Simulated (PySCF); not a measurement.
Isomers of C5H4F3P. Computed with PBE0-D3(BJ)/def2-SVP geometry optimisation, gas phase in PySCF 2.14.0. Energies are electronic, without zero-point or thermal terms, for one conformer each. No frequencies were run at this level. Point groups hold within 0.08 Å.

**Question.** Rank from lowest to highest electronic energy at this level (kcal/mol).
A. `[CH2:1]=[CH:2][P:3]1[CH:4]=[C:5]1[C:6]([F:7])([F:8])[F:9]` with C1–C2–P3–C4 -157°
B. `[CH:1]#[C:2][P:3]([CH3:4])[C:5]([F:6])=[C:7]([F:8])[F:9]` with C2–P3–C5–F6 56°

**Answer.** A (0.0), B (21.3).

As drawn, the lower has a three-membered ring, which the higher lacks; the higher has a C≡C bond, which the lower lacks.

```csv
SMILES,E (Eh),E rel (kcal/mol),dipole (D),point group,"A, B, C (MHz)"
C=CP1C=C1C(F)(F)F,-832.62504,0.0,2.28,C1,"2761, 785.2, 729.2"
C#CP(C)C(F)=C(F)F,-832.59114,21.3,1.23,C1,"2134, 838.6, 828.8"
```

**Question.** How do the relative energies change in single points at PBE/pcSseg-1 (no added dispersion term) on the same geometries?

**Answer.** 
| SMILES | PBE0-D3(BJ)/def2-SVP (kcal/mol) | PBE/pcSseg-1 (kcal/mol) | shift |
| --- | --- | --- | --- |
| C=CP1C=C1C(F)(F)F | 0.0 | 0.0 | 0.0 |
| C#CP(C)C(F)=C(F)F | 21.3 | 17.2 | -4.1 |

Each column counts from its own lowest isomer. The order is unchanged; the largest shift is 4.1 kcal/mol.
